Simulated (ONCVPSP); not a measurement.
# europium: excitation energies, all-electron against ONCV

ONCVPSP 4.0.1 input, shortened (lines: element, Z, core and valence counts, functional; n l f; lmax; l rc ep ncon nbas qcut; lloc lpopt rc5 dvloc0; l nproj debl; icmod fcfact rcfact), LDA (Perdew-Wang 92), scalar-relativistic:

```
  Eu 63.00   10    4  -001012      upf
    1    0    2.00
    2    0    2.00
    2    1    6.00
    3    0    2.00
    3    1    6.00
    3    2   10.00
    4    0    2.00
    4    1    6.00
    4    2   10.00
    4    3    6.00
    5    0    2.00
    5    1    6.00
    5    2    1.00
    6    0    2.00
    2
    0    2.20    0.00    3    7    5.50
    1    2.00    0.00    5    9    5.70
    2    3.85    0.00    3    7    4.00
    4    5    1.95    2.00
    0    2    3.70
    1    2    2.90
    2    2    2.80
    3    3.50    1.40
```

Energies are relative to the spin-unpolarised reference configuration 5s2 5p6 5d1 6s2; without spin polarisation the order of configurations can differ from experiment.

```csv
valence configuration,charge,ΔE all-electron (eV),error AE − PS (meV)
5s2 5p6 5d1 6s1,+1,6.753,+6.5
5s2 5p6 5d1 6s0,+2,18.957,+37
5s2 5p6 5d0 6s0,+3,38.935,+67
5s2 5p6 5d1.5 6s1.5,0,0.759,+5.2
```

Levels in the configuration 5s2 5p6 5d1.5 6s1.5:

| level | all-electron (eV) | pseudo (eV) |
| --- | --- | --- |
| 5s | -47.559 | -47.630 |
| 5p | -25.986 | -26.031 |
| 5d | -2.337 | -2.364 |
| 6s | -3.959 | -3.962 |

Note: no bound ghost flagged; GHOST(+) flagged for d at 82.4 eV.
